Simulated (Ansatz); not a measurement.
Consider the cleavage of the Si–B bond: `F[Si](F)(F)B(Cl)Cl` + `F[Si](F)(F)S` → `F[Si](F)(F)S[Si](F)(F)F` + `ClBCl`.

Program: Ansatz. Geometries: PBE0-D4/def2-TZVP. ΔE: electronic, gas phase. CCSD(T)/CBS is the MP2 limit (def2-TZVPP, def2-QZVPP) plus CCSD(T) − MP2 in def2-TZVPP, frozen cores. This one scheme is used for every species. Functionals use def2-TZVPP. HSE06 is defined as in plane-wave codes. Each species was taken in one conformer, which may not be the lowest.

Task: Is it downhill or uphill in electronic energy at CCSD(T)/CBS, and by how much? (Estimate.)

Result: The calculation gave: Downhill: ΔE = -0.80 eV.

Task: What do these levels give: BHLYP-D4, ωB97X-V, HSE06, LC-ωPBE, SCS-MP2/def2-TZVPP, CCSD(T)/def2-TZVPP? (Best estimate.)

Result: The calculation gave: BHLYP-D4 -0.84, ωB97X-V -0.79, HSE06 -0.74, LC-ωPBE -0.76, SCS-MP2/def2-TZVPP -0.82, CCSD(T)/def2-TZVPP -0.78 eV.

Largest T1 diagnostic among the species: 0.013.

From BLYP to BHLYP (50 % exact exchange), in def2-TZVPP and without D4, ΔE moves by −0.14 eV. The D4 term adds −0.05 eV with B3LYP and −0.03 eV with PBE0; it sums over pairs of atoms, weighted by their polarisabilities, and B3LYP, whose exchange is more repulsive, gets the larger term. At CCSD(T), def2-SVP lies +0.11 eV from the extrapolated value and def2-TZVPP +0.02 eV.

B3LYP here is the variant with VWN-RPA as its local correlation; programs differ in this.
